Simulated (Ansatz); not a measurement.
Calculated with Ansatz (gas phase, PBE0-D4/def2-TZVP geometries, no zero-point term in ΔE). CCSD(T)/CBS is the MP2 limit (def2-TZVPP, def2-QZVPP) plus CCSD(T) − MP2 in def2-TZVPP, frozen cores. This one scheme is used for every species. Functionals use def2-TZVPP. B3LYP here is the variant with VWN-RPA as its local correlation; programs differ in this. HSE06 is defined as in plane-wave codes. def2 core potentials past Kr. For Te outer-core shells are correlated without core-valence functions, which leaves a few kJ/mol of doubt a bond. One conformer a species, not always the lowest.

Reaction (ligand exchange at the Si–C bond): `C[Si](O)(O)S` + H₂Te → `O[Si](O)(S)[TeH]` + CH₄

| level | ΔE (kcal/mol) | difference from CCSD(T)/CBS |
| --- | --- | --- |
| LDA (SPW92) | -12.8 | 1.0 |
| PBE-D4 | -14.6 | -0.8 |
| revPBE-D4 | -14.4 | -0.6 |
| BLYP-D4 | -13.9 | -0.1 |
| r2SCAN-D4 | -13.3 | 0.5 |
| B97M-V | -11.7 | 2.1 |
| B3LYP-D4 | -13.5 | 0.3 |
| r2SCANh-D4 | -13.2 | 0.6 |
| r2SCAN0-D4 | -13.1 | 0.7 |
| HSE06-D4 | -14.1 | -0.3 |
| BHLYP-D4 | -13.5 | 0.3 |
| CAM-B3LYP-D4 | -11.8 | 2.0 |
| ωB97M-V | -12.2 | 1.6 |
| B2PLYP | -12.7 | 1.1 |
| PBE-QIDH | -13.5 | 0.3 |
| PBE | -13.8 | 0.0 |
| revPBE | -13.8 | 0.0 |
| BLYP | -12.4 | 1.4 |
| r2SCAN | -13.1 | 0.7 |
| PBE0 | -13.2 | 0.6 |
| r2SCAN0 | -12.9 | 0.9 |
| HSE06 | -13.3 | 0.5 |
| CAM-B3LYP | -10.9 | 2.9 |
| LC-ωPBE | -11.8 | 2.0 |
| RPA@PBE/def2-TZVPP | -10.8 | 3.0 |
| HF/def2-SVP | -10.8 | 3.0 |
| MP2/def2-SVP | -13.6 | 0.2 |
| CCSD/def2-SVP | -11.7 | 2.1 |
| CCSD(T)/def2-SVP | -12.2 | 1.6 |
| HF/def2-TZVPP | -10.4 | 3.4 |
| MP2/def2-TZVPP | -14.2 | -0.4 |
| SCS-MP2/def2-TZVPP | -13.0 | 0.8 |
| CCSD/def2-TZVPP | -11.1 | 2.7 |
| CCSD(T)/def2-TZVPP | -11.7 | 2.1 |
| HF/def2-QZVPP | -10.2 | 3.6 |
| MP2/def2-QZVPP | -15.4 | -1.6 |
| SCS-MP2/def2-QZVPP | -13.9 | -0.1 |
| HF/CBS(def2) | -10.2 | 3.6 |
| MP2/CBS(def2) | -16.3 | -2.5 |
| CCSD/CBS(def2) | -13.1 | 0.7 |
| CCSD(T)/CBS | -13.8 | 0 |

Largest T1 diagnostic among the species: 0.012.

The D4 term adds −1.5 kcal/mol with B3LYP and −0.8 kcal/mol with PBE0; it sums over pairs of atoms, weighted by their polarisabilities, and B3LYP, whose exchange is more repulsive, gets the larger term. From BLYP to BHLYP (50 % exact exchange), in def2-TZVPP and without D4, ΔE moves by +1.0 kcal/mol. In def2-TZVPP, CCSD(T) changes the Hartree–Fock value by −1.4 kcal/mol (the triples alone add −0.7 kcal/mol) and MP2 by −3.9 kcal/mol.

CCSD(T)/CBS has its own doubt, a few kJ/mol and more with outer-core shells, so smaller differences from it don't rank the levels.
